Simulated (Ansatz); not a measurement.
`F[SiH](F)[GeH3]` + H₂Se → `F[SiH](F)[SeH]` + GeH₄  (cleavage of the Si–Ge bond)

Computed with Ansatz on PBE0-D4/def2-TZVP structures; ΔE is electronic, products minus reactants. CCSD(T)/CBS is the MP2 limit (def2-TZVPP, def2-QZVPP) plus CCSD(T) − MP2 in def2-TZVPP, frozen cores. Functionals use def2-TZVPP. B3LYP here is the variant with VWN-RPA as its local correlation; programs differ in this. HSE06 is defined as in plane-wave codes. For Ge, Se outer-core shells are correlated without core-valence functions, which leaves a few kJ/mol of doubt a bond. Scalar relativity is left out up to krypton. One conformer a species, not always the lowest.

```tsv
level	ΔE (kJ/mol)	difference from CCSD(T)/CBS
LDA (SPW92)	-53.4	5.8
PBE-D4	-51.8	7.4
revPBE-D4	-53.8	5.4
BLYP-D4	-52.2	7.0
r2SCAN-D4	-58.9	0.3
B97M-V	-60.7	-1.5
PBE0-D4	-55.4	3.8
B3LYP-D4	-54.9	4.3
r2SCAN0-D4	-60.6	-1.4
HSE06-D4	-55.4	3.8
BHLYP-D4	-59.0	0.2
CAM-B3LYP-D4	-56.0	3.2
ωB97X-V	-56.9	2.3
ωB97M-V	-59.5	-0.3
B2PLYP	-58.0	1.2
PBE-QIDH	-60.8	-1.6
revPBE	-50.3	8.9
r2SCAN	-59.0	0.2
PBE0	-54.9	4.3
B3LYP	-53.6	5.6
r2SCANh	-59.6	-0.4
r2SCAN0	-60.6	-1.4
HSE06	-55.0	4.2
BHLYP	-58.3	0.9
CAM-B3LYP	-55.6	3.6
LC-ωPBE	-56.3	2.9
RPA@PBE/def2-TZVPP	-54.2	5.0
HF/def2-SVP	-60.2	-1.0
MP2/def2-SVP	-63.1	-3.9
CCSD/def2-SVP	-55.8	3.4
CCSD(T)/def2-SVP	-56.0	3.2
SCS-MP2/def2-TZVPP	-62.2	-3.0
CCSD/def2-TZVPP	-56.7	2.5
CCSD(T)/def2-TZVPP	-57.2	2.0
HF/def2-QZVPP	-63.5	-4.3
MP2/def2-QZVPP	-65.8	-6.6
SCS-MP2/def2-QZVPP	-63.5	-4.3
HF/CBS(def2)	-63.5	-4.3
MP2/CBS(def2)	-66.5	-7.3
CCSD/CBS(def2)	-58.7	0.5
CCSD(T)/CBS	-59.2	0
```

Largest T1 diagnostic among the species: 0.012.

At CCSD(T), def2-SVP lies +3.2 kJ/mol from the extrapolated value and def2-TZVPP +2.0 kJ/mol. From PBE to PBE0 (25 % exact exchange), in def2-TZVPP and without D4, ΔE moves by −3.8 kJ/mol. Leaving LDA and LC-ωPBE aside and taking each functional with its dispersion term where it has one, the values spread over 9.0 kJ/mol, from PBE-QIDH to PBE-D4.
